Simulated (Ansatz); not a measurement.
Geometry optimisation, RKS BHLYP-D4/def2-SVP (Ansatz 0.2.0).

The input (input.yaml):

```yaml
crystal:
  periodic: [false, false, false]
  atoms:
    - { symbol: Mo, position_ang: [-0.014701, 0.107641, -0.416293] }
    - { symbol: F, position_ang: [0.387733, -0.81464, 2.382227] }
    - { symbol: Cl, position_ang: [2.154212, 0.359302, 0.377609] }
    - { symbol: F, position_ang: [-0.107993, 1.958569, -0.548166] }
    - { symbol: F, position_ang: [-1.555524, 0.136535, 0.501079] }
    - { symbol: Cl, position_ang: [-0.133517, -2.425198, -0.165169] }
    - { symbol: F, position_ang: [0.39017, -0.255685, -2.136225] }
    - { symbol: H, position_ang: [0.398039, -1.278217, 0.495683] }
    - { symbol: H, position_ang: [1.23518, -0.649006, 2.053355] }
basis:
  gaussian: { orbitals: def2-SVP }
hamiltonian:
  xc: { name: BHLYP }
  dispersion: d4
relax:
  f_tol: 0.03
  max_steps: 50
```

Run as:

```bash
$ ansatz run input.yaml --threads 4 --pin off --max-ram 5120MiB --backend cpu --events-out ev --progress --plain --runs-dir out
```

**Question.** Where does it end, and by what steps?

**Answer.** The run converged. After 19 steps the energy has fallen by 1.524 eV; F2 moved furthest, 1.39 Å. Parted: Mo1–H8 (1.71 → 3.21 Å).

```csv
step,energy less start (eV),largest force component (eV/Å),accepted
0,0.0000,1.828,yes
1,-0.3157,1.689,yes
2,-0.4627,2.933,yes
3,-0.8909,1.613,yes
4,-1.1483,0.573,yes
5,-1.2992,0.813,yes
6,-1.3784,1.030,yes
7,-1.4000,0.891,yes
8,-1.4488,0.526,yes
9,-1.4248,1.624,no
10,-1.4657,0.403,yes
11,-1.4833,0.406,yes
12,-1.5008,0.102,yes
13,-1.5027,0.560,yes
14,-1.5049,0.443,yes
15,-1.5212,0.055,yes
16,-1.5227,0.101,yes
17,-1.5239,0.046,yes
18,-1.5238,0.053,no
19,-1.5242,0.020,yes
```

```xyz
9
Properties=species:S:1:pos:R:3
Mo -0.194 0.469 -0.689
F 1.402 -1.764 2.307
Cl 1.371 0.879 0.971
F -0.073 2.216 -1.335
F -1.831 0.690 0.029
Cl -0.498 -2.096 0.117
F 0.667 -0.272 -2.086
H 0.329 -2.109 1.143
H 1.582 -0.873 2.086
```

Whether the end is a true minimum wasn't checked by a vibrational analysis.

Run time: 77 s on 4 threads of Arm Neoverse V2, on a shared host, peak memory 0.39 GiB.
